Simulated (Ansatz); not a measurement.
Hafnium tetrachloride, Cl4Hf. The species carries charge 0 and has multiplicity 1. Hf takes the def2 core potential. The geometry is a stationary point of PBE0-D4/def2-TZVP.

```xyz
5

Cl   -1.730    0.245   -1.523
Hf    0.000    0.000    0.000
Cl   -0.657   -1.443    1.690
Cl    1.861   -0.868   -1.076
Cl    0.527    2.066    0.909
```

Problem. What is the dipole moment at ωB97M-V/def2-TZVPP? (Estimate.)

Solution. Ansatz gave: 0.00 D, zero by symmetry or nearly so.

Problem. Give the Mulliken charges with ωB97M-V, B3LYP, r2SCAN in def2-TZVPP. (Best estimate.)

Solution. Ansatz gave: 
| atom | ωB97M-V | B3LYP | r2SCAN |
| --- | --- | --- | --- |
| Cl1 | -0.18 | -0.21 | -0.22 |
| Hf2 | 0.73 | 0.84 | 0.87 |
| Cl3 | -0.18 | -0.21 | -0.22 |
| Cl4 | -0.18 | -0.21 | -0.22 |
| Cl5 | -0.18 | -0.21 | -0.22 |

B3LYP here is the variant with VWN-RPA as its local correlation; programs differ in this.
